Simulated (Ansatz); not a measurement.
Li₁₀⁺, relaxed as a doublet with UKS PBE0/def2-TZVP in Ansatz, starting from the GFN2-xTB geometry. Force threshold 0.02 eV/Å.

The relaxation made no stability test and no search for a lower SCF solution. Another isomer (doublet) lies 0.18 eV lower at PBE0/def2-TZVP; other spin states weren't run for this one.

Start:

```xyz
10

Li   -1.074    3.075   -1.485
Li   -1.171    0.508    3.327
Li    0.907   -3.149    1.424
Li    0.079   -0.654    1.348
Li    1.116   -0.516   -3.336
Li    0.348    2.079   -3.544
Li    0.193    0.772   -1.259
Li    0.855   -1.853   -0.964
Li   -0.050   -1.939    3.617
Li   -1.203    1.678    0.871
```

Problem. Estimate the energy that the relaxation releases and the steps that it takes.

Solution. 61.8 kcal/mol, in 43 steps; 81 s on 4 threads of Intel Xeon Platinum 8488C on a shared host. The force fell under the threshold at step 40, but the optimiser went on. No frequencies were taken in this run, so the end may be a saddle point.

Problem. Does the start keep its bonding?

Solution. Bonds lost: Li1–Li6, Li2–Li9, Li2–Li10, Li3–Li8, Li3–Li9, Li5–Li7, Li5–Li8 (atoms count from 1). Bonds formed: Li4–Li5, Li4–Li6, Li6–Li10 (atoms count from 1). Metal–metal contacts that move far: Li1–Li7 2.64 to 3.22 Å.

Problem. Predict the relaxed structure.

Solution. 
```xyz
10

Li   -1.790    3.293   -1.871
Li    1.274    0.833    2.295
Li    1.801   -2.244    1.411
Li    0.242   -0.430    0.246
Li    2.158   -0.840   -1.491
Li    0.957    2.024   -0.669
Li   -1.065    0.158   -2.019
Li   -0.601   -2.710   -0.747
Li   -1.271   -1.437    2.144
Li   -1.704    1.353    0.700
```
Bond lengths (bridged metal pairs left out): 11 × Li–Li 2.62 to 3.07 Å.
